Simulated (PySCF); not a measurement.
Task: What does the PBE0-D3(BJ)/def2-SVP structure of `C=C[P@](C)(=O)CCC` look like in three dimensions?

Result: 
Z-matrix in Å and degrees, rows numbered from 1:
```
C 
C   1  1.3346
P   2  1.8097  1  118.24
C   3  1.8182  2  104.85  1   126.93
O   3  1.5001  2  112.95  1     2.14
C   3  1.8260  2  104.90  1  -121.68
C   6  1.5250  3  112.24  2   174.61
C   7  1.5204  6  112.93  3  -172.12
H   1  1.0958  2  119.40  3    -0.47
H   1  1.0943  2  122.17  3   179.68
H   2  1.0969  1  121.74  3  -179.72
H   4  1.1001  3  111.89  2    53.70
H   4  1.0993  3  107.97  2   -67.10
H   4  1.0998  3  109.16  2   175.16
H   6  1.1037  3  105.21  2    54.83
H   6  1.1042  3  109.82  2   -59.99
H   7  1.1039  6  109.73  3    65.31
H   7  1.1022  6  107.99  3   -49.72
H   8  1.1019  7  111.49  6   -60.14
H   8  1.1017  7  111.08  6    59.71
H   8  1.1007  7  111.33  6   179.61
```

The C–C distances run from 1.335 Å (C1=C2, drawn double) to 1.525 Å (C6–C7, drawn single), a spread of 0.190 Å. P3 (phosphoryl phosphorus) is distorted tetrahedral (angles from 104.8° to 114.1°). Of the pairs four or more bonds apart, O5···H9 is among the closest relative to their van der Waals radii: 2.54 Å, 94 % of the sum of Bondi's values.

Theory: PBE0-D3(BJ)/def2-SVP geometry optimisation, gas phase (PySCF).

Point group: C1 (no symmetry element, even within 0.4 Å). No PBE0-D3(BJ)/def2-SVP frequencies stand behind this structure, so it isn't proved a minimum. One conformer, not necessarily the lowest (C1–C2–P3–C4 127°, C2–P3–C6–C7 175°, P3–C6–C7–C8 -172°).

Hardware: one thread, AMD EPYC 9R45 (x86_64), no GPU, shared host with 96 logical CPUs at a one-minute load of 74. Cost: 1.8 min wall, 0.87 GiB resident at most. This is the geometry optimisation.
